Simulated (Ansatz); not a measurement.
Geometry optimisation, Ansatz 0.2.0, RKS PBE0-D4/def2-mTZVP.

The input (input.yaml):

```yaml
crystal:
  periodic: [false, false, false]
  atoms:
    - { symbol: W, position_ang: [-0.089144, 0.013772, -0.271914] }
    - { symbol: H, position_ang: [0.318958, 0.23129, 1.377132] }
    - { symbol: H, position_ang: [1.56818, 0.346074, 0.006185] }
    - { symbol: O, position_ang: [-0.411977, 1.885736, -0.30165] }
    - { symbol: H, position_ang: [-0.864684, 2.364514, 0.400536] }
    - { symbol: O, position_ang: [-1.843594, -0.234202, 0.536811] }
    - { symbol: H, position_ang: [-2.104484, 0.028572, 1.425104] }
    - { symbol: O, position_ang: [0.231799, -1.83305, 0.011346] }
    - { symbol: H, position_ang: [-0.131889, -2.307929, 0.765218] }
    - { symbol: O, position_ang: [0.555963, -0.004405, -2.064746] }
    - { symbol: H, position_ang: [1.448573, 0.175729, -2.375423] }
basis:
  gaussian: { orbitals: def2-mTZVP }
hamiltonian:
  xc: pbe0
  dispersion: d4
relax:
  f_tol: 0.03
  max_steps: 50
output:
  orbitals: {}
```

Run as:

```bash
$ ansatz run input.yaml --threads 4 --pin off --max-ram 5120MiB --backend cpu --events-out ev --progress --plain --runs-dir out
```

Task: Where does it end, and by what steps?

Result: The forces met the threshold. After 14 steps the energy has fallen by 0.072 eV; H5 moved furthest, 0.80 Å.

```json
{"step": "0", "energy less start (eV)": "0.0000", "largest force component (eV/Å)": "0.387", "accepted": "yes"}
{"step": "1", "energy less start (eV)": "-0.0075", "largest force component (eV/Å)": "0.236", "accepted": "yes"}
{"step": "2", "energy less start (eV)": "-0.0139", "largest force component (eV/Å)": "0.160", "accepted": "yes"}
{"step": "3", "energy less start (eV)": "-0.0201", "largest force component (eV/Å)": "0.261", "accepted": "yes"}
{"step": "4", "energy less start (eV)": "-0.0255", "largest force component (eV/Å)": "0.284", "accepted": "yes"}
{"step": "5", "energy less start (eV)": "-0.0319", "largest force component (eV/Å)": "0.274", "accepted": "yes"}
{"step": "6", "energy less start (eV)": "-0.0390", "largest force component (eV/Å)": "0.303", "accepted": "yes"}
{"step": "7", "energy less start (eV)": "-0.0476", "largest force component (eV/Å)": "0.563", "accepted": "yes"}
{"step": "8", "energy less start (eV)": "-0.0514", "largest force component (eV/Å)": "0.586", "accepted": "yes"}
{"step": "9", "energy less start (eV)": "-0.0636", "largest force component (eV/Å)": "0.322", "accepted": "yes"}
{"step": "10", "energy less start (eV)": "-0.0635", "largest force component (eV/Å)": "0.172", "accepted": "no"}
{"step": "11", "energy less start (eV)": "-0.0693", "largest force component (eV/Å)": "0.082", "accepted": "yes"}
{"step": "12", "energy less start (eV)": "-0.0698", "largest force component (eV/Å)": "0.112", "accepted": "yes"}
{"step": "13", "energy less start (eV)": "-0.0714", "largest force component (eV/Å)": "0.091", "accepted": "yes"}
{"step": "14", "energy less start (eV)": "-0.0715", "largest force component (eV/Å)": "0.028", "accepted": "yes"}
```

```xyz
11
Properties=species:S:1:pos:R:3
W 0.067 0.078 -0.184
H 0.553 0.288 1.425
H 1.718 0.358 0.055
O -0.624 1.800 -0.482
H -1.442 2.002 -0.009
O -1.635 -0.104 0.879
H -1.616 -0.020 1.835
O -0.059 -1.797 -0.187
H -0.785 -2.162 0.335
O 0.788 0.047 -1.964
H 1.712 0.177 -2.193
```

Whether the end is a true minimum wasn't checked by a vibrational analysis.

Time of the run: 39 s on 4 threads of Arm Neoverse V2, on a shared host, peak memory 0.38 GiB.
